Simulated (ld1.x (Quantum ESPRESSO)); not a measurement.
# What one change does to a pseudopotential (Zn (Z = 30), TM)

| Quantity | Value |
| --- | --- |
| Element | zinc (Zn) |
| Generator | ld1.x (Quantum ESPRESSO) 7.5 |
| Type | norm-conserving Troullier–Martins (Kleinman–Bylander form) |
| Functional | PBEsol |
| Relativity | scalar-relativistic |
| Frozen core | [Ne] 3s2 |
| Valence charge | 18 |
| Reference configuration | 3p6 3d10 4s2 4p0 |
| Partial waves | 4s (bound): rc 2.00 bohr; 3p (bound): rc 0.65 bohr; 3d (bound): rc 0.90 bohr |
| Local potential | all-electron potential smoothed inside 0.80 bohr (lloc = -2) |
| Core correction | a·sin(br)/r model core, default radius (core density twice the valence density) |

Change: all radii but the core radius scaled by about 0.83 (s 1.66, p 0.54, d 0.74 bohr); local potential all-electron potential smoothed inside 0.66 bohr (lloc = -2).

Cutoffs: the cutoffs (Ry, on a coarse ladder) from which the occupation-weighted sum of valence levels, in a spherical-Bessel basis at the reference potential, stays within 10 and 1 mRy of its value at 400 Ry; they do not see the model core or the augmentation charge, which bear on the density cutoff. Errors are all-electron minus pseudo energies relative to the spin-unpolarised reference configuration.

Q: What does the change do?

A: Both files keep a bound ghost (s); of the 7 tests that both files solve, the error grows in 2 and shrinks in 3 by more than 15 % and 0.3 meV (median size 32.7 → 31.6 meV).

```tsv
quantity	base	changed
cutoff, loose	260 Ry	over 300 Ry
cutoff, tight	over 300 Ry	over 300 Ry
loose cutoff by channel (10 mRy a level)	s 15 Ry, p 160 Ry, d 230 Ry	s 15 Ry, p over 300 Ry, d 300 Ry
bound ghosts	s	s
error for 3p6 3d10 4s1 4p0, meV [ΔE 9.90 eV]	-7.1	-6.7
error for 3p6 3d10 4s0 4p0, meV [ΔE 28.25 eV]	-46	-46
error for 3p6 3d9 4s0 4p0, meV [ΔE 68.76 eV]	+29	+37
error for 3p5 3d10 4s2 4p0, meV [ΔE 91.89 eV]	-72	-32
error for 3p6 3d10 4s0 4p2, meV [ΔE 10.60 eV]	-20	-7.7
error for 3p6 3d8 4s0 4p0, meV [ΔE 130.54 eV]	+62	+86
error for 3p6 3d9 4s2 4p1, meV [ΔE 12.28 eV]	-33	-10
```

Base: These tests converged, but a pseudo level misses the all-electron one widely, so the file describes the atom poorly there or has found another state: 3p6 3d8 4s0 4p0: empty 4s by 5.7 eV (a node warning on the way). A true bound ghost makes a file unfit for plane-wave use even where its test errors are small: the radial tests pick states by their node count and pass the ghost by.
